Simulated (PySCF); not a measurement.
Below is a simulated gas-phase C 1s photoelectron spectrum of `CC#C[SiH2]Cl`.

Every computed line was given a Gaussian of 0.6 eV full width at half maximum and an area set by the number of equivalent atoms; the highest printed point is 100. Computed, not measured: PySCF 2.14.0, delta-SCF UKS SCAN, pcX-2 on the ionised atom, pcseg-1 elsewhere, spin-free X2C.

```
binding energy (eV)  intensity
              288.9          0
              289.0          1
              289.1          3
              289.2          9
              289.3         20
              289.4         37
              289.5         60
              289.6         82
              289.7         98
              289.8        100
              289.9         88
              290.0         69
              290.1         53
              290.2         46
              290.3         54
              290.4         71
              290.5         89
              290.6        100
              290.7         97
              290.8         81
              290.9         58
              291.0         36
              291.1         20
              291.2         13
              291.3         14
              291.4         25
              291.5         43
              291.6         66
              291.7         87
              291.8         99
              291.9         97
              292.0         81
              292.1         58
              292.2         36
              292.3         19
              292.4          8
              292.5          3
              292.6          1
              292.7          0
```

Problem. How many maxima does the curve show, and how many computed lines lie under it?

Solution. The curve has 3 maxima (at 289.8, 290.6 and 291.8 eV). Under it lie 3 lines from 3 inequivalent carbon sites.

Problem. Decompose the envelope and assign each component. Numbering: `[CH3:1][C:2]#[C:3][SiH2:4][Cl:5]`.

Solution. 
```
position (eV)  relative area  line  atoms         environment
       289.76              1  C 1s     C3       alkyne carbon
       290.63              1  C 1s     C2       alkyne carbon
       291.83              1  C 1s     C1  propargylic carbon
```

The listed C 1s values span 2.07 eV, from C3 (bonded to C (triple bond) and Si) to C1 (bonded to C and 3 H). Summing the Pauling electronegativity differences to the bonded atoms, each weighted by its formal bond order, gives -0.65 for the lowest site and -1.05 for the highest; the largest sum, 0.00, belongs to C2, 1.20 eV below the top. The smallest sum, -1.05, belongs to C1, 2.07 eV above the lowest.

Shake-up satellites, vibrational structure and lifetime widths aren't simulated. Spin contamination (⟨S²⟩ against 0.75 for a pure doublet) is marked for C 1s of C2 (0.86), which makes this value less certain. Geometry: GFN2-xTB; no solvent, vibrations or thermal averaging.
